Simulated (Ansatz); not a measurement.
Relaxation of Cl₂GeH₂ (5 atoms, charge 0, multiplicity 1), to a largest force component of 0.03 eV/Å in at most 50 steps.

The calculation used RKS BLYP/def2-SVP (Ansatz).

```xyz
5
Properties=species:S:1:pos:R:3
Ge 0.154 0.000 0.109
H 0.564 0.000 1.582
H 1.680 0.000 0.005
Cl -0.876 1.775 -0.620
Cl -0.876 -1.775 -0.620
```

**Question.** Where does it end, and by what steps?

**Answer.** It converged. After 4 steps the energy has fallen by 0.761 eV; H3 moved furthest, 0.40 Å.

```csv
step,energy less start (eV),largest force component (eV/Å),accepted
0,0.0000,1.740,yes
1,-0.5578,0.760,yes
2,-0.7429,0.513,yes
3,-0.7604,0.084,yes
4,-0.7610,0.008,yes
```

```xyz
5
Properties=species:S:1:pos:R:3
Ge 0.271 0.000 0.191
H 0.193 0.000 1.737
H 1.702 0.000 -0.397
Cl -0.761 1.789 -0.538
Cl -0.761 -1.789 -0.538
```

The run took 6.9 s on 1 thread of Intel(R) Xeon(R) Platinum 8488C (Sapphire Rapids) (shared host), peak memory 0.16 GiB.
